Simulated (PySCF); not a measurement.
C2H6N, SMILES `C[N]C` (charge 0, multiplicity 2)

Computed with TPSSh-D3(BJ)/def2-TZVP // r2SCAN-D4/def2-SVP in PySCF.

```yaml
highest_occupied_spin_orbital: -6.40 eV
dipole_moment: 1.70 D
total_energy: -134.5742 Ha
cost: very roughly 5 core-minutes
```

```xyz
9

C      1.1850    -0.0600     0.0367
N      0.0243    -0.7773    -0.3891
C     -1.1811    -0.0659    -0.0991
H      1.2525     0.9358    -0.4533
H      1.1608     0.1472     1.1287
H      2.1053    -0.6200    -0.1895
H     -2.0667    -0.6302    -0.4296
H     -1.2833     0.1404     0.9885
H     -1.1968     0.9300    -0.5932
```
Charge 0, spin multiplicity 2.
